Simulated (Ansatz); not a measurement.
Reaction (cleavage of the Si–Ga bond): `F[SiH]([GaH2])[SeH]` + NH₃ → `N[SiH](F)[SeH]` + `[GaH3]`

Gas-phase electronic energies from Ansatz, PBE0-D4/def2-TZVP geometries. CCSD(T)/CBS is the MP2 limit (def2-TZVPP, def2-QZVPP) plus CCSD(T) − MP2 in def2-TZVPP, frozen cores. This one scheme is used for every species. DFT in def2-TZVPP. For Ga, Se outer-core shells are correlated without core-valence functions, which leaves a few kJ/mol of doubt a bond. Scalar relativity is left out up to krypton. One conformer a species, not always the lowest.

**Question.** Is it downhill or uphill in electronic energy at CCSD(T)/CBS, and by how much? (An estimate is asked.)

**Answer.** The calculation gave: Downhill: ΔE = -47.5 kJ/mol.

**Question.** What do these levels give: r2SCAN-D4, r2SCANh-D4, ωB97M-V, HF/def2-SVP, CCSD(T)/def2-TZVPP, HF/CBS(def2)? (Best estimate.)

**Answer.** The calculation gave: r2SCAN-D4 -46.0, r2SCANh-D4 -48.1, ωB97M-V -55.8, HF/def2-SVP -70.8, CCSD(T)/def2-TZVPP -50.2, HF/CBS(def2) -75.5 kJ/mol.

Largest T1 diagnostic among the species: 0.013.

At CCSD(T), def2-SVP lies −3.7 kJ/mol from the extrapolated value and def2-TZVPP −2.8 kJ/mol. Leaving LDA and LC-ωPBE aside and taking each functional with its dispersion term where it has one, the values, not all of them listed here, spread over 29.6 kJ/mol, from CAM-B3LYP-D4 to PBE-D4. LDA lies −10.5 kJ/mol from PBE without D4.
